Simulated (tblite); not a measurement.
A tight-binding relaxation on `C=CC(=O)[SiH2]N([SiH3])[SiH3]`.

Computed with GFN2-xTB geometry optimisation, gas phase (tblite 0.8.0). Start geometry: from a force field or distance geometry. A driver script takes a list of jobs; this job's settings line and coordinates (Å) are shown.

Command:
```bash
OMP_NUM_THREADS=1 python probes_run.py task.json out
```

Input:
```
{"job": {"kind": "relax", "xc": "GFN2-xTB", "basis": "xTB"}, "charge": 0, "multiplicity": 1}
C      3.367800     0.351600    -0.185900
C      2.660700     0.183000    -1.306800
C      1.210300     0.013900    -1.167400
O      0.553300    -0.142000    -2.250300
Si     0.354200     0.055400     0.468600
N     -1.338200     0.538100     0.408500
Si    -2.164600     0.081100     1.897900
Si    -2.189000     0.312900    -1.080400
H      2.919300     0.383000     0.802600
H      4.420300     0.470200    -0.275900
H      3.152200     0.153800    -2.244100
H      1.052800     1.094400     1.256200
H      0.569800    -1.223300     1.180800
H     -2.710700    -1.258100     1.914800
H     -1.127400     0.115800     2.970500
H     -3.186400     1.089100     2.224200
H     -2.484700    -1.078500    -1.444500
H     -3.523100     0.966800    -0.935700
H     -1.546400     0.932200    -2.240500
```

Output:
```
step      E/eV     max force
  0    -658.48704    4.817
  1    -658.66378    4.300
  2    -658.78254    0.903
  3    -658.81076    0.637
  4    -658.86594    0.653
  5    -658.89460    0.636
  6    -658.92063    0.463
  7    -658.93362    0.276
  8    -658.94721    0.291
  9    -658.96245    0.278
... (90 lines left out)
100    -659.18048    0.047
101    -659.18074    0.040
102    -659.18088    0.024
103    -659.18095    0.016
104    -659.18098    0.014
105    -659.18101    0.025
106    -659.18104    0.015
107    -659.18108    0.018
108    -659.18110    0.014
109    -659.18112    0.008
```

«max force» is the largest atomic force in eV/Å.

From which step on does the largest force stay under 0.1 eV/Å, and how much energy is left to gain from there?

From step 46 (0.095 eV/Å), 26.0 meV above the end.

Main results: energy lowered by 16.0 kcal/mol over 109 steps; largest atomic force 0.008 eV/Å at the end.

Where do the atoms end?

0.434 Å rms from the input after alignment:
```
atom  x, y, z in Å
C1     3.4885    0.1545   -0.3811
C2     2.5604    0.1084   -1.3275
C3     1.1197    0.1520   -1.0522
O4     0.3269    0.1452   -1.9807
Si5    0.4237    0.2124    0.7245
N6    -1.2713    0.1817    0.4763
Si7   -2.3215    0.0658    1.8637
Si8   -2.0094    0.2424   -1.1412
H9     3.2281    0.2273    0.6608
H10    4.5400    0.1233   -0.6160
H11    2.8332    0.0379   -2.3743
H12    0.8902    1.4512    1.3650
H13    0.9163   -0.9653    1.4515
H14   -3.0350   -1.2113    1.8339
H15   -1.4573    0.1323    3.0434
H16   -3.2559    1.1897    1.8669
H17   -1.8329   -1.0298   -1.8312
H18   -3.4469    0.3068   -0.8040
H19   -1.7066    1.5149   -1.7851
```

Estimate the wall time. Hardware: an Arm Neoverse V1 with one thread, shared host with 32 logical CPUs at a one-minute load of 24.

About 1.1 s.
Labels such as C1 count atoms from 1, the log's own numbers from 0.
